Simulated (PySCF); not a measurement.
Cl²⁺: excitation energy

Cl²⁺ [Ne] 3s2 3p3 (4S) → Cl²⁺ [Ne] 3s1 3p3 3d1 (6D), as a difference of total energies. Computed with PySCF 2.14 in aug-cc-pCVTZ-DK (8s7p5d3f, 75 functions), with the spin-free X2C one-electron Hamiltonian (Gaussian nucleus). Correlated levels: valence: [Ne] frozen. The calculations carry no spin-orbit coupling.

```json
{"method": "UHF", "excitation energy (cm⁻¹)": "195160"}
{"method": "MP2 (valence)", "excitation energy (cm⁻¹)": "209880"}
{"method": "SCS-MP2 (valence)", "excitation energy (cm⁻¹)": "213750"}
{"method": "CCSD (valence)", "excitation energy (cm⁻¹)": "212350"}
{"method": "CCSD(T) (valence)", "excitation energy (cm⁻¹)": "213020"}
```

The promoted electron is Rydberg-like, and one or two diffuse shells describe it only roughly, which tends to raise the upper state.
